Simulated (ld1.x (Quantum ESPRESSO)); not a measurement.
Reading a pseudo-wave (Cr (Z = 24))

Columns: radius, all-electron u(r) and pseudo u(r) of the 3s shell (level -73.56 eV) of chromium in the configuration [Ne] 3s2 3p6 3d5 4s1 4p0; LDA (PZ), scalar-relativistic, RRKJ scheme, ld1.x (Quantum ESPRESSO) 7.5.

| r (bohr) | all-electron | pseudo |
| --- | --- | --- |
| 0.060 | 0.2113 | 0.0131 |
| 0.120 | -0.3240 | 0.0402 |
| 0.180 | -0.6042 | 0.0925 |
| 0.240 | -0.5651 | 0.1765 |
| 0.300 | -0.3263 | 0.2923 |
| 0.360 | -0.0049 | 0.4340 |
| 0.420 | 0.3202 | 0.5910 |
| 0.480 | 0.6055 | 0.7496 |
| 0.540 | 0.8320 | 0.8960 |
| 0.600 | 0.9957 | 1.0181 |
| 0.660 | 1.1012 | 1.1075 |
| 0.720 | 1.1568 | 1.1604 |
| 0.780 | 1.1721 | 1.1772 |
| 0.840 | 1.1567 | 1.1626 |
| 0.900 | 1.1186 | 1.1235 |
| 0.960 | 1.0650 | 1.0676 |
| 1.020 | 1.0012 | 1.0020 |
| 1.080 | 0.9319 | 0.9319 |
| 1.140 | 0.8602 | 0.8602 |
| 1.200 | 0.7886 | 0.7886 |
| 1.260 | 0.7188 | 0.7188 |
| 1.320 | 0.6520 | 0.6520 |
| 1.380 | 0.5889 | 0.5889 |
| 1.440 | 0.5302 | 0.5302 |
| 1.500 | 0.4757 | 0.4757 |
| 1.560 | 0.4257 | 0.4257 |

Problem. How many radial nodes do the two functions have?

Solution. The all-electron 3s function has n − l − 1 = 2; the pseudo-wave has 0, since the states of the same l below it are removed with the core.

Problem. At about which radius was the pseudo-wave matched?

Solution. 1.10 bohr, where the columns begin to agree (steps of 0.06 bohr).

Problem. Where does each function peak?

Solution. Outermost all-electron maximum near 0.78 bohr, pseudo maximum near 0.78 bohr (to the table’s step).

Problem. Is the pseudo-wave norm-conserving?

Solution. Yes: the RRKJ scheme keeps the norm inside the radius equal to the all-electron one, which fixes the energy derivative of the logarithmic derivative at the level.
